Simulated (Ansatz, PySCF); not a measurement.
C₃H₇S, SMILES C[C](C)S, multiplicity 2. Atoms are numbered in the order given.

```xyz
11

C      1.3366    -1.0548     0.0549
C      0.0204    -0.3603     0.2017
C     -1.2543    -1.1354     0.1192
S      0.0337     1.3563    -0.1900
H      1.5265    -1.3895    -0.9873
H      1.3675    -1.9577     0.6882
H      2.1783    -0.4062     0.3461
H     -2.1024    -0.5916     0.5686
H     -1.5399    -1.3663    -0.9293
H     -1.1542    -2.0991     0.6460
H     -1.2502     1.6248     0.1454
```
Charge 0, spin multiplicity 2.

Geometry: B3LYP-D3(BJ)/def2-SVP. The isomer is the one that the SMILES or the coordinates give; other isomers of the formula were not compared. One conformer was computed; it need not be the lowest.

Two levels are set side by side: PBE-D3(BJ)/def2-SVP (Ansatz, a first-principles code) and B3LYP-D3(BJ)/def2-SVP (Ansatz). Each level has its own optimised geometry; the coordinates shown are those of the second. Frequencies come from the Hessian of PySCF at each geometry. Differences are taken from unrounded values.

```tsv
quantity	B3LYP-D3(BJ)	PBE-D3(BJ)	PBE-D3(BJ) minus B3LYP-D3(BJ)
mean bond length (Å)	1.274	1.280	0.006
bond C1–C2 (Å)	1.495	1.495	0.000
bond C2–C3 (Å)	1.494	1.494	0.000
bond C2–S4 (Å)	1.761	1.761	0.000
bond C1–H5 (Å)	1.111	1.119	0.008
bond C1–H6 (Å)	1.103	1.111	0.008
bond C1–H7 (Å)	1.102	1.109	0.008
bond C3–H8 (Å)	1.103	1.111	0.008
bond C3–H9 (Å)	1.111	1.120	0.009
bond C3–H10 (Å)	1.103	1.111	0.008
bond S4–H11 (Å)	1.354	1.365	0.011
highest harmonic wavenumber (cm⁻¹)	3104	3049	-56
mean harmonic wavenumber (cm⁻¹)	1438	1400	-37
zero-point energy (kcal/mol)	55.50	54.05	-1.45
```

Exact exchange shortens and stiffens bonds; PBE has none. Differences between two approximate levels are no errors against the true value.
